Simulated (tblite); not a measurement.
Species: C6H11O (doublet state).
Z-matrix (Å and degrees, GFN2-xTB geometry), rows numbered from 1:
```
C 
C   1  1.5096
C   2  1.5178  1  116.27
C   3  1.5287  2  104.34  1  -164.93
C   4  1.5322  3  104.97  2    37.80
C   5  1.5492  4  107.54  3   -16.90
O   6  1.2955  2  111.36  1   -75.86
H   1  1.0874  2  110.16  3   170.68
H   1  1.0885  2  111.19  3    49.83
H   1  1.0896  2  109.64  3   -70.26
H   2  1.0924  1  110.42  3   127.16
H   3  1.0906  2  111.12  1    73.86
H   3  1.0918  2  109.91  1   -46.30
H   4  1.0892  3  112.11  2   159.92
H   4  1.0905  3  109.37  2   -80.26
H   5  1.0907  4  111.56  3   102.07
H   5  1.0892  4  111.96  3  -136.96
H   6  1.1163  2  100.55  1    42.60
```

Level: GFN2-xTB in tblite, geometry and Hessian alike; calculated harmonic values, unscaled, isolated species. Errors from tens to a few hundred cm⁻¹ against measured bands are possible. One conformer, not necessarily the lowest. Open shells enter through the occupations alone, without spin polarisation, and single modes of such species can be off by tens of per cent.

Harmonic wavenumbers (cm⁻¹): 58.8, 178.4, 215.5, 236.3, 297.2, 408.8, 440.6, 464.3, 566.6, 688.7, 810.6, 876.2, 923.7, 946.3, 986.8, 1005.5, 1014.4, 1053.9, 1090.5, 1112.2, 1151.0, 1154.9, 1186.5, 1198.0, 1229.9, 1255.5, 1274.8, 1276.9, 1315.0, 1331.5, 1345.1, 1402.4, 1467.9, 1473.9, 1476.9, 1486.7, 1496.7, 2620.5, 2962.1, 2975.4, 2980.1, 2989.1, 2996.5, 3008.9, 3009.7, 3018.9, 3027.6, 3044.4.

A = 3331, B = 2853, C = 1695 MHz; mass 99.081 u (most abundant isotopes); point group C1, symmetry number 1; spin multiplicity 2.

Question: What is the zero-point energy?

Answer: Half the sum of the wavenumbers: 34266 cm⁻¹ = 409.91 kJ/mol.

Question: Give the ideal-gas entropy at 298.15 K and 1 bar in the rigid-rotor, harmonic-oscillator model (classical rotation).

Answer: Translation 166.17, rotation 114.61, vibration 71.06, spin (R ln 2) 5.76: S = 357.6 J/(mol K).

Question: And Cp and H(298.15 K) − H(0)?

Answer: Cp = 124.49 J/(mol K), of which vibrations give 91.23 (their classical limit is 48 R = 399.1); H(298.15 K) − H(0) = 22.02 kJ/mol without the zero-point energy, 12.10 from vibrations.

Question: Which modes carry the vibrational entropy at 298.15 K?

Answer: 58.8 cm⁻¹: 18.82; 178.4 cm⁻¹: 9.81; 215.5 cm⁻¹: 8.35; 236.3 cm⁻¹: 7.66; 297.2 cm⁻¹: 5.99; 408.8 cm⁻¹: 3.89 J/(mol K); the other 42 give 16.54 together.

Question: How do the functions run with temperature in this model?

Answer: 
| T (K) | S (J/(mol K)) | Cp (J/(mol K)) | H − H(0) (kJ/mol) | G − H(0) (kJ/mol) | ln q(vib) |
| --- | --- | --- | --- | --- | --- |
| 150 | 292.8 | 73.0 | 7.60 | -36.31 | 1.40 |
| 250 | 337.4 | 105.8 | 16.48 | -67.87 | 2.89 |
| 400 | 400.0 | 165.5 | 36.80 | -123.18 | 5.40 |
| 600 | 480.6 | 232.8 | 77.01 | -211.32 | 9.10 |
| 900 | 588.5 | 298.4 | 157.53 | -372.11 | 14.84 |

q(vib) and H(0) count from the zero-point level.

Question: What must be added to the electronic energy to get the Gibbs energy at 298.15 K and 1 bar?

Answer: ZPE + [H(298.15 K) − H(0)] − T·S = 409.91 + 22.02 − 106.62 = 325.31 kJ/mol.

Hindered rotation and anharmonicity are outside this model. Other conformers, if any are populated, would add a mixing term that is left out. The structure is chiral; the term R ln 2 for an equal mix with its mirror image is left out.

The run took 0.41 s on one thread, Arm Neoverse V2 (aarch64), no GPU, shared host with 96 logical CPUs at a one-minute load of 28. This covers the Hessian and the dipole derivatives.
